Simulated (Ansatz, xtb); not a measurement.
## C8H10: 3 structures ranked

3 gas-phase structures of C8H10, from a drawn sample of its isomers (lower ones may exist). Each was relaxed with GFN2-xTB:

A. `Cc1cccc(C)c1`, a singlet
B. `Cc1ccccc1C`, a singlet
C. `Cc1ccc(C)cc1`, a singlet

Q: Make a reasoned guess at their ranking by r2SCAN-D4/def2-SVP single-point energy.

A: Calculated order at r2SCAN-D4/def2-SVP: B (0.0), A (1.5), C (2.1) kJ/mol. Less than 1 kcal/mol parts B and A; A and C, so the order within those pairs means little.

Energies above the lowest of each column, in kJ/mol; the last columns are at B3LYP-D3(BJ)/def2-SVP geometries:

```json
{"structure": "B", "GFN2-xTB": "0.7", "HF/STO-3G": "2.3", "r2SCAN-D4/def2-SVP": "0.0", "B3LYP-D3(BJ)/def2-SVP": "0.0", "CCSD(T)/def2-SVP + ΔMP2/def2-TZVPP": "0.0"}
{"structure": "A", "GFN2-xTB": "0.0", "HF/STO-3G": "0.1", "r2SCAN-D4/def2-SVP": "1.5", "B3LYP-D3(BJ)/def2-SVP": "1.9", "CCSD(T)/def2-SVP + ΔMP2/def2-TZVPP": "1.2"}
{"structure": "C", "GFN2-xTB": "0.3", "HF/STO-3G": "0.0", "r2SCAN-D4/def2-SVP": "2.1", "B3LYP-D3(BJ)/def2-SVP": "2.2", "CCSD(T)/def2-SVP + ΔMP2/def2-TZVPP": "1.8"}
```

CCSD(T)/def2-SVP + ΔMP2/def2-TZVPP has A and B and C within 1 kcal/mol of each other at the bottom, and every level picks one of them. A keeps a small imaginary mode. C keeps a small imaginary mode. ΔMP2 is the change of the MP2 energy from the smaller to the larger basis.

Programs: Ansatz 0.2.0, xtb 6.7.1.
